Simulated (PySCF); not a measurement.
PySCF input file for 3-fluoropenta-1,4-diyne (C5H3F), SMILES C(C(C#C)F)#C, TDDFT-PBE0/def2-SVPD. Geometry optimised at B3LYP-D3(BJ)/def2-SVP.

```python
import numpy as np
from pyscf import gto, scf, dft, tdscf

mol = gto.M(
    atom='''
    C     0.13694409   -0.94380835   -2.22695872
    C    -0.09136989   -0.31994924   -1.21660646
    C    -0.39912855    0.44261986    0.00000000
    F     0.29204999    1.64648325    0.00000000
    C    -0.09136989   -0.31994924    1.21660646
    C     0.13694409   -0.94380835    2.22695871
    H     0.34843840   -1.50035010   -3.12099319
    H    -1.47744576    0.69172301    0.00000000
    H     0.34843840   -1.50035012    3.12099318
    ''',
    basis='def2-SVPD',
    charge=0,
    spin=0,
    symmetry=True,
    max_memory=1600,
    verbose=4,
)
mf = dft.RKS(mol, xc='pbe0').density_fit(auxbasis='def2-universal-jkfit')
mf.grids.level = 3
mf.conv_tol = 1e-9
mf.max_cycle = 100
mf.kernel()
mf.grids = dft.Grids(mol).set(level=1).build(with_non0tab=True)  # coarser grid for the response kernel
td = tdscf.TDDFT(mf)
td.singlet = True
td.nstates = 10
td.conv_tol = 1e-4
td.positive_eig_threshold = 1e-6
td.kernel(x0=td.get_init_guess(mf, 15))
td.analyze()
tt = tdscf.TDA(mf)
tt.singlet = False
tt.nstates = 4
tt.conv_tol = 1e-4
tt.positive_eig_threshold = 1e-6
tt.kernel(x0=tt.get_init_guess(mf, 9))
tt.analyze(verbose=3)
```

Output:

```
PySCF version 2.14.0

[INPUT] verbose = 4
[INPUT] num. atoms = 9
[INPUT] num. electrons = 42
[INPUT] charge = 0
[INPUT] spin (= nelec alpha-beta = 2S) = 0
[INPUT] symmetry True subgroup None
[INPUT] Mole.unit = angstrom
[INPUT] Symbol           X                Y                Z      unit          X                Y                Z       unit  Magmom
[INPUT]  1 C      0.136944090000  -0.943808350000  -2.226958720000 AA    0.258786824478  -1.783539295578  -4.208342071512 Bohr   0.0
[INPUT]  2 C     -0.091369890000  -0.319949240000  -1.216606460000 AA   -0.172664068132  -0.604616437363  -2.299053010777 Bohr   0.0
[INPUT]  3 C     -0.399128550000   0.442619860000   0.000000000000 AA   -0.754243647995   0.836430312693   0.000000000000 Bohr   0.0
[INPUT]  4 F      0.292049990000   1.646483250000   0.000000000000 AA    0.551894495782   3.111402411184   0.000000000000 Bohr   0.0
[INPUT]  5 C     -0.091369890000  -0.319949240000   1.216606460000 AA   -0.172664068132  -0.604616437363   2.299053010777 Bohr   0.0
[INPUT]  6 C      0.136944090000  -0.943808350000   2.226958710000 AA    0.258786824478  -1.783539295578   4.208342052615 Bohr   0.0
[INPUT]  7 H      0.348438400000  -1.500350100000  -3.120993190000 AA    0.658453147282  -2.835250779964  -5.897822365733 Bohr   0.0
[INPUT]  8 H     -1.477445760000   0.691723010000   0.000000000000 AA   -2.791967850300   1.307167042960   0.000000000000 Bohr   0.0
[INPUT]  9 H      0.348438400000  -1.500350120000   3.120993180000 AA    0.658453147282  -2.835250817758   5.897822346835 Bohr   0.0

nuclear repulsion = 182.033524289505
point group symmetry = Cs
symmetry origin: [ 2.24967394e-09  5.39921753e-09 -3.14954355e-09]
symmetry axis x: [ 1.00000000e+00 -4.17300106e-10  1.26798417e-10]
symmetry axis y: [-4.17300106e-10 -1.00000000e+00  1.69705826e-10]
symmetry axis z: [-1.26798417e-10  1.69705790e-10  1.00000000e+00]
num. orbitals of irrep A' = 84
num. orbitals of irrep A" = 63
number of shells = 61
number of NR pGTOs = 213
number of NR cGTOs = 147
basis = def2-SVPD
ecp = {}


[settings echo left out]
init E= -292.176305240067
HOMO (A') = -0.326037931948303  LUMO (A') = -0.083269239554332  gap/eV = 6.60607
cycle= 1 E= -291.408563072887  delta_E= 0.768  |g|= 0.564  |ddm|= 7.84
HOMO (A") = -0.267120134877753  LUMO (A') = -0.0154301947885389  gap/eV = 6.84883
cycle= 2 E= -291.362896043163  delta_E= 0.0457  |g|= 0.769  |ddm|= 2.37
HOMO (A") = -0.294780490320763  LUMO (A') = -0.0225411041805748  gap/eV = 7.40801
cycle= 3 E= -291.467699051646  delta_E= -0.105  |g|= 0.172  |ddm|= 0.984
HOMO (A") = -0.306944625417028  LUMO (A') = -0.0301539596720102  gap/eV = 7.53186
cycle= 4 E= -291.473792973539  delta_E= -0.00609  |g|= 0.0747  |ddm|= 0.261
HOMO (A") = -0.307548052489526  LUMO (A') = -0.02915933922064  gap/eV = 7.57534
cycle= 5 E= -291.475064366926  delta_E= -0.00127  |g|= 0.0208  |ddm|= 0.112
HOMO (A") = -0.305692553289802  LUMO (A') = -0.0285493188203847  gap/eV = 7.54145
cycle= 6 E= -291.475156460341  delta_E= -9.21e-05  |g|= 0.00365  |ddm|= 0.0326
HOMO (A") = -0.305656100873454  LUMO (A') = -0.0283149817808206  gap/eV = 7.54684
cycle= 7 E= -291.475159614689  delta_E= -3.15e-06  |g|= 0.000651  |ddm|= 0.00992
HOMO (A") = -0.305764475703393  LUMO (A') = -0.0284164808120777  gap/eV = 7.54702
cycle= 8 E= -291.475159719084  delta_E= -1.04e-07  |g|= 5.88e-05  |ddm|= 0.00159
HOMO (A") = -0.305756275519672  LUMO (A') = -0.0284097667806211  gap/eV = 7.54698
cycle= 9 E= -291.475159720054  delta_E= -9.7e-10  |g|= 1.87e-05  |ddm|= 0.000294
HOMO (A") = -0.305757024266934  LUMO (A') = -0.0284097247661395  gap/eV = 7.54700
Extra cycle  E= -291.475159720103  delta_E= -4.91e-11  |g|= 1.37e-05  |ddm|= 9.56e-05
converged SCF energy = -291.475159720103
tot grids = 38616
Overwritten attributes  positive_eig_threshold  of <class 'pyscf.tdscf.rks.TDDFT'>


******** <class 'pyscf.tdscf.rks.TDDFT'> for <class 'pyscf.df.df_jk.DFSymAdaptedRKS'> ********
nstates = 10 singlet
deg_eia_thresh = 1.000e-03
wfnsym = None
conv_tol = 0.0001
eigh lindep = 1e-12
eigh level_shift = 0
eigh max_cycle = 100


Excitation energies (eV)
[5.86378277 5.94773497 6.36272078 6.72478148 6.79171258 7.05828564
 7.72836445 7.76146508 7.84188805 7.91119518]

** Singlet excitation energies and oscillator strengths **
Excited State   1:   A"      5.86378 eV    211.44 nm  f=0.0056
      19 -> 22       -0.33569
      20 -> 25        0.12174
      20 -> 26        0.10277
      21 -> 22        0.58463
Excited State   2:   A'      5.94773 eV    208.46 nm  f=0.0016
      18 -> 22       -0.11315
      19 -> 26       -0.10799
      20 -> 22        0.66295
      21 -> 25        0.10499
Excited State   3:   A"      6.36272 eV    194.86 nm  f=0.0242
      19 -> 22        0.52845
      19 -> 23       -0.19286
      20 -> 26       -0.12340
      21 -> 22        0.26535
      21 -> 23        0.26947
Excited State   4:   A'      6.72478 eV    184.37 nm  f=0.0070
      18 -> 22        0.51382
      20 -> 23       -0.35060
      21 -> 25       -0.27451
Excited State   5:   A"      6.79171 eV    182.55 nm  f=0.0102
      18 -> 25        0.19164
      19 -> 23       -0.44063
      20 -> 25        0.12090
      21 -> 23       -0.46169
Excited State   6:   A'      7.05829 eV    175.66 nm  f=0.0021
      18 -> 23        0.45693
      19 -> 25       -0.21301
      19 -> 26        0.12131
      20 -> 22        0.10620
      20 -> 23        0.25261
      21 -> 25       -0.34982
      21 -> 26        0.10540
Excited State   7:   A"      7.72836 eV    160.43 nm  f=0.1503
      19 -> 22       -0.23784
      19 -> 23       -0.43014
      20 -> 25       -0.34768
      21 -> 23        0.31644
Excited State   8:   A'      7.76147 eV    159.74 nm  f=0.0327
      18 -> 22       -0.29729
      19 -> 25       -0.33057
      20 -> 22       -0.11651
      20 -> 23       -0.46408
      20 -> 24       -0.20647
Excited State   9:   A'      7.84189 eV    158.11 nm  f=0.0116
      18 -> 22        0.24816
      18 -> 23        0.29339
      19 -> 25       -0.13730
      20 -> 24       -0.12958
      21 -> 25        0.47399
      21 -> 26        0.25483
Excited State  10:   A"      7.91120 eV    156.72 nm  f=0.0000
      18 -> 25       -0.17413
      19 -> 23       -0.12863
      21 -> 24       -0.64141

** Transition electric dipole moments (AU) **
state          X           Y           Z        Dip. S.      Osc.
  1        -0.0000      0.0000      0.1973      0.0389      0.0056
  2        -0.0082      0.1045      0.0000      0.0110      0.0016
  3         0.0000      0.0000      0.3939      0.1551      0.0242
  4         0.0400      0.2021      0.0000      0.0424      0.0070
  5         0.0000      0.0000      0.2476      0.0613      0.0102
  6        -0.0087      0.1097      0.0000      0.0121      0.0021
  7         0.0000      0.0000     -0.8910      0.7940      0.1503
  8        -0.0537     -0.4111     -0.0000      0.1719      0.0327
  9        -0.0988      0.2255      0.0000      0.0606      0.0116
 10        -0.0000     -0.0000     -0.0145      0.0002      0.0000

** Transition velocity dipole moments (imaginary part, AU) **
state          X           Y           Z        Dip. S.      Osc.
  1         0.0000      0.0000      0.0417      0.0017      0.0054
  2        -0.0011      0.0229      0.0000      0.0005      0.0016
  3         0.0000     -0.0000      0.0912      0.0083      0.0237
  4         0.0094      0.0506      0.0000      0.0026      0.0071
  5         0.0000     -0.0000      0.0614      0.0038      0.0101
  6         0.0003      0.0280     -0.0000      0.0008      0.0020
  7         0.0000      0.0000     -0.2547      0.0649      0.1523
  8        -0.0276     -0.1170      0.0000      0.0144      0.0338
  9        -0.0306      0.0693     -0.0000      0.0057      0.0133
 10        -0.0000     -0.0000      0.0064      0.0000      0.0001

** Transition magnetic dipole moments (imaginary part, AU) **
state          X           Y           Z
  1        -0.0519     -0.2980     -0.0000
  2        -0.0000      0.0000      0.3275
  3        -0.0679     -0.0935      0.0000
  4         0.0000     -0.0000      0.0270
  5        -0.0538     -0.0484      0.0000
  6         0.0000      0.0000     -0.0665
  7        -0.1965     -0.4671     -0.0000
  8        -0.0000     -0.0000      0.1185
  9         0.0000      0.0000      0.1152
 10         1.2618      0.2358      0.0000
Overwritten attributes  positive_eig_threshold  of <class 'pyscf.tdscf.rks.TDA'>


******** <class 'pyscf.tdscf.rks.TDA'> for <class 'pyscf.df.df_jk.DFSymAdaptedRKS'> ********
nstates = 4 triplet
deg_eia_thresh = 1.000e-03
wfnsym = None
conv_tol = 0.0001
eigh lindep = 1e-12
eigh level_shift = 0
eigh max_cycle = 100


Excitation energies (eV)
[4.88691161 5.11916285 5.37776163 5.4800259 ]

** Triplet excitation energies and oscillator strengths **
Excited State   1:   A"      4.88691 eV    253.71 nm  f=0.0000
Excited State   2:   A'      5.11916 eV    242.20 nm  f=0.0000
Excited State   3:   A"      5.37776 eV    230.55 nm  f=0.0000
Excited State   4:   A'      5.48003 eV    226.25 nm  f=0.0000
```

Self-consistency was reached.
